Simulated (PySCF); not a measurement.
Orbital picture of TlGe

r²SCAN0 at R = 2.739 Å; Tl def2-SVP with ECP60, Ge def2-SVP; scalar-relativistic core potentials (PySCF 2.14). State: ⁴Σ⁻ (quartet), unpaired electrons σ ↑, π ↑↑. Only the outer orbitals are listed, counted within each symmetry, core potentials removing the inner ones.

| spin | orbital | occ. | ε (eV) | on Tl (%) | main shells (%) |
| --- | --- | --- | --- | --- | --- |
| α | 10σ | 1 | -14.10 | 28 | 70 Ge s, 23 Tl s |
| α | 11σ | 1 | -10.85 | 69 | 68 Tl s, 24 Ge s |
| α | 12σ | 1 | -5.63 | 42 | 56 Ge p, 37 Tl p |
| α | 6π | 1 | -5.39 | 20 | 80 Ge p, 19 Tl p |
| α | 6π | 1 | -5.39 | 20 | 80 Ge p, 19 Tl p |
| α | 7π | 0 | -1.56 | 80 | 80 Tl p, 19 Ge p |
| α | 7π | 0 | -1.56 | 80 | 80 Tl p, 19 Ge p |
| α | 13σ | 0 | 0.69 | 78 | 75 Tl p, 27 Ge p |
| β | 10σ | 1 | -11.98 | 56 | 53 Tl s, 43 Ge s |
| β | 11σ | 1 | -9.34 | 47 | 51 Ge s, 44 Tl s |
| β | 12σ | 0 | -2.23 | 53 | 50 Tl p, 44 Ge p |
| β | 6π | 0 | -2.04 | 64 | 64 Tl p, 36 Ge p |
| β | 6π | 0 | -2.04 | 64 | 64 Tl p, 36 Ge p |

Question: Which are the highest filled and the lowest empty level, where do they sit, and how wide is the gap?

Answer: Highest filled α 6π at -5.39 eV (in %: 80 Ge p, 19 Tl p); lowest empty β 12σ at -2.23 eV (in %: 50 Tl p, 44 Ge p); the gap at r²SCAN0 is 3.16 eV.

- bond order (Mayer): 1.25
- ⟨S²⟩: 3.756
- charge on Tl (Mulliken, basis-dependent): 0.21
- charge on Tl (Löwdin, basis-dependent): 0.12
- dipole moment (positive dipole means Tl(−)Ge(+)): -2.64 D

Spin–orbit coupling is left out, which matters for elements this heavy, above all for dissociation energies. The state was picked by a PBE0 search and need not be the measured ground state.
